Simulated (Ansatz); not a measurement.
CH₆SSiSn (`C1[SiH2][SnH2][S]1`). Total charge 0; spin multiplicity 1. Sn takes the def2 core potential. Geometry: relaxed with PBE0-D4/def2-TZVP.

```xyz
10

C    -0.067    0.818   -1.190
Si   -1.028   -0.519   -0.257
Sn    0.831   -0.392    1.474
S     1.654    0.685   -0.559
H    -0.057    0.665   -2.272
H    -0.461    1.816   -0.991
H    -2.454   -0.207    0.043
H    -0.965   -1.820   -0.976
H     0.770    0.692    2.796
H     1.777   -1.738    1.932
```

Problem. What is the dipole moment at PBE/def2-TZVPP? (Best estimate.)

Solution. The calculation gave: 1.76 D, with components (-1.67, -0.35, 0.41) D in this frame, pointing from negative to positive charge.

Problem. And with r2SCAN, B3LYP, ωB97M-V? (An estimate is asked.)

Solution. The calculation gave: r2SCAN 1.91 D, B3LYP 1.94 D, ωB97M-V 2.00 D.

Problem. Give the Mulliken charges with PBE, ωB97M-V, r2SCAN in def2-TZVPP. (An estimate is asked.)

Solution. Computed: 
```json
{"atom": "C1", "PBE": "-0.18", "ωB97M-V": "-0.30", "r2SCAN": "-0.14"}
{"atom": "Si2", "PBE": "0.06", "ωB97M-V": "0.10", "r2SCAN": "0.15"}
{"atom": "Sn3", "PBE": "0.51", "ωB97M-V": "0.39", "r2SCAN": "0.53"}
{"atom": "S4", "PBE": "-0.32", "ωB97M-V": "-0.28", "r2SCAN": "-0.36"}
{"atom": "H5", "PBE": "0.11", "ωB97M-V": "0.13", "r2SCAN": "0.09"}
{"atom": "H6", "PBE": "0.12", "ωB97M-V": "0.15", "r2SCAN": "0.09"}
{"atom": "H7", "PBE": "-0.06", "ωB97M-V": "-0.02", "r2SCAN": "-0.08"}
{"atom": "H8", "PBE": "-0.04", "ωB97M-V": "-0.01", "r2SCAN": "-0.06"}
{"atom": "H9", "PBE": "-0.11", "ωB97M-V": "-0.08", "r2SCAN": "-0.12"}
{"atom": "H10", "PBE": "-0.10", "ωB97M-V": "-0.07", "r2SCAN": "-0.11"}
```

B3LYP here is the variant with VWN-RPA as its local correlation; programs differ in this.
